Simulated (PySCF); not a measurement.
Sn(F)2(Cl)(Me) (CH₃ClF₂Sn), SMILES [F][Sn]([CH3])([F])[Cl].

Coordinates come from a B3LYP-D3(BJ)/def2-SVP optimisation. The structure was generated by enumeration; whether it is a known compound was not checked. The def2 effective core potentials stand for the cores of Sn; spin–orbit coupling is left out.

Computed with TDDFT-PBE/def2-SVPD in PySCF 2.14.0.

Vertical excitations. Gas-phase values at a fixed geometry. State labels are in the subgroup Cs.

| state | symmetry | energy (eV) | λ (nm) | f | main pairs |
|---|---|---|---|---|---|
| S1 | A" | 5.07 | 245 | 0.008 | HOMO−1→LUMO 99 % |
| S2 | A' | 5.07 | 245 | 0.022 | HOMO→LUMO 94 % |
| S3 | A' | 5.92 | 209 | 0.145 | HOMO−2→LUMO 83 % |
| S4 | A" | 5.99 | 207 | 0.013 | HOMO−3→LUMO 94 % |
| S5 | A" | 6.04 | 205 | 0.000 | HOMO−4→LUMO 96 % |
| S6 | A' | 6.18 | 201 | 0.035 | HOMO−5→LUMO 93 % |
| S7 | A' | 7.10 | 175 | 0.039 | HOMO−6→LUMO 41 %, HOMO−1→LUMO+1 28 %, HOMO−7→LUMO 25 % |
| S8 | A" | 7.11 | 174 | 0.000 | HOMO→LUMO+1 98 % |
| S9 | A' | 7.26 | 171 | 0.082 | HOMO−6→LUMO 39 %, HOMO−1→LUMO+1 27 %, HOMO−7→LUMO 18 %, HOMO→LUMO+2 8 % |
| S10 | A' | 7.35 | 169 | 0.031 | HOMO→LUMO+2 62 %, HOMO−7→LUMO 20 % |
| T1 | A' | 4.62 | 268 | 0 | HOMO→LUMO 97 % |
| T2 | A" | 4.73 | 262 | 0 | HOMO−1→LUMO 100 % |
| T3 | A' | 5.05 | 246 | 0 | HOMO−2→LUMO 96 % |
| T4 | A" | 5.67 | 219 | 0 | HOMO−3→LUMO 99 % |
Triplets are in the Tamm–Dancoff approximation, which puts them higher than full response would, so one can lie above its singlet here.
